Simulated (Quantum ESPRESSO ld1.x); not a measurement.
Problem. The table gives one normalised radial function P(r) = r R(r) of Li2+ in 1s0.75 2s0.25 (r in bohr). Method: non-relativistic Kohn-Sham, LDA (Slater exchange, Perdew-Zunger correlation), spin-polarised, spherical densities, point nucleus; open shells are filled with parallel spins first; computed with ld1.x of Quantum ESPRESSO 7.5.

| r | P |
|---|---|
| 0.04404 | 0.4031 |
| 0.04848 | 0.4378 |
| 0.05336 | 0.4749 |
| 0.05874 | 0.5143 |
| 0.06466 | 0.5561 |
| 0.07118 | 0.6002 |
| 0.07835 | 0.6466 |
| 0.08624 | 0.6950 |
| 0.09493 | 0.7452 |
| 0.1053 | 0.8013 |
| 0.1159 | 0.8542 |
| 0.1276 | 0.9077 |
| 0.1405 | 0.9611 |
| 0.1546 | 1.0136 |
| 0.1702 | 1.0644 |
| 0.1874 | 1.1125 |
| 0.2063 | 1.1567 |
| 0.227 | 1.1957 |
| 0.2499 | 1.2283 |
| 0.2751 | 1.2531 |
| 0.3028 | 1.2686 |
| 0.3333 | 1.2736 |
| 0.3699 | 1.2657 |
| 0.4071 | 1.2452 |
| 0.4482 | 1.2114 |
| 0.4933 | 1.1640 |
| 0.543 | 1.1034 |
| 0.5977 | 1.0306 |
| 0.658 | 0.9469 |
| 0.7243 | 0.8545 |
| 0.7972 | 0.7562 |
| 0.8776 | 0.6549 |
| 0.966 | 0.5540 |
| 1.063 | 0.4568 |
| 1.17 | 0.3662 |
| 1.299 | 0.2784 |
| 1.43 | 0.2087 |
| 1.574 | 0.1508 |
| 1.732 | 0.1046 |
| 1.907 | 0.0693 |
| 2.099 | 0.0438 |
| 2.31 | 0.0261 |
| 2.543 | 0.0147 |
| 2.799 | 0.0077 |
| 3.081 | 0.0038 |
| 3.392 | 0.0017 |
| 3.734 | 0.0007 |
| 4.143 | 0.0002 |
| 4.56 | 0.0001 |
| 5.02 | 0.0000 |
| 5.526 | 0.0000 |
| 6.082 | 0.0000 |
| 6.695 | 0.0000 |
| 7.37 | 0.0000 |

Which n and l does it have? It may be an empty orbital.

Solution. n = 1, l = 0: the number of nodes gives n - l - 1 = 0, the rise at small r (about r^(l+1)) gives l, and the extent must fit the shell. The curve is that of 1s up; the table hardly tells the two spins apart. 1s up: eigenvalue -108.07 eV, 0 radial nodes, <r> = 0.501 bohr, 90 % of the charge inside 0.891 bohr.
